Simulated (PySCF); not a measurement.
# Polarisability and C₆ of Os- (osmium, charge -1)

[Xe] 4f14 5d7 6s2, high-spin 4F determinant. Calculation: PySCF 2.14, in aug-cc-pVDZ-PP with ECP60MDF; scalar relativity through the core potential. Coupled (time-dependent) response in atomic units; α is the mean over directions. A double-zeta set is small for polarisabilities.

```
method  mean α (bohr³)  C₆ (like pair)     S(−4)
   UHF            3540           91060  43040000
```

S(−4) is the Cauchy moment in α(ω) = α(0) + S(−4) ω² + …

Spin-orbit coupling is absent.

α(iu) at UHF:

| u (hartree) | α(iu) (bohr³) |
| --- | --- |
| 0 | 3540 |
| 0.0500 | 222.6 |
| 0.100 | 107.0 |
| 0.200 | 49.17 |
| 0.300 | 30.02 |
| 0.500 | 16.36 |
| 0.750 | 10.30 |
| 1.00 | 7.334 |
| 1.50 | 4.336 |
| 2.00 | 2.867 |
| 3.00 | 1.512 |
| 5.00 | 0.6200 |

A single London oscillator, α(iu) = α/(1 + u²/ω²), gives C₆ = (3/4) ω α². Matching the computed C₆ needs ω = 4 × 91060 / (3 × 3540²) = 0.00969 hartree.

For an ion, C₆ is the dispersion term alone; charge-induced terms of lower order in 1/R come first.

Energies and moments cover only the electrons outside the core potential. Spin-orbit coupling, absent here, splits the open shell strongly. ⟨S²⟩ = 3.94 against 3.75 shows spin contamination. The outer electron is barely bound at this level, so radii and moments hang on the diffuse functions.
